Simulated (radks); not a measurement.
Species: the chlorine ion Cl+. Configuration: [Ne] 3s2 3p4.

Method: scalar-relativistic Kohn-Sham, HCTH/407, spin-polarised, spherical densities, finite nucleus; open shells are filled with parallel spins first; Fermi nuclear charge, rms radius 3.3654 fm; computed with a radial shooting solver on a logarithmic mesh with Libxc functionals.

Energy parts (eV):
part                      energy
total                 -12550.125
kinetic                12602.068
electron-nucleus      -29736.787
Hartree                 5347.668
exchange-correlation    -763.076

Orbitals (lengths in bohr, moments of r in powers of bohr):
| orbital | occ. | eigenvalue (eV) | <r^4> |
|---|---|---|---|
| 1s up | 1 | -2762.820 | 0.0003214 |
| 1s down | 1 | -2762.423 | 0.0003212 |
| 2s up | 1 | -266.9881 | 0.09820 |
| 2s down | 1 | -266.7599 | 0.09752 |
| 2p up | 3 | -206.3179 | 0.08956 |
| 2p down | 3 | -205.8605 | 0.08877 |
| 3s up | 1 | -33.6315 | 10.28 |
| 3s down | 1 | -30.7025 | 11.44 |
| 3p up | 3 | -20.8066 | 18.99 |
| 3p down | 1 | -18.2078 | 24.32 |

The highest occupied level is 3p down at -18.208 eV. Summed over all electrons, <r^2> = 20.34 bohr^2, which gives a Langevin (diamagnetic) susceptibility term of -16.1 x 10^-6 cm^3/mol. The spin density at the nucleus is 0.0908 e/bohr^3 (1s -0.3867, 2s 0.2166, 3s 0.2609). Spin moment in Bohr magnetons: 2.
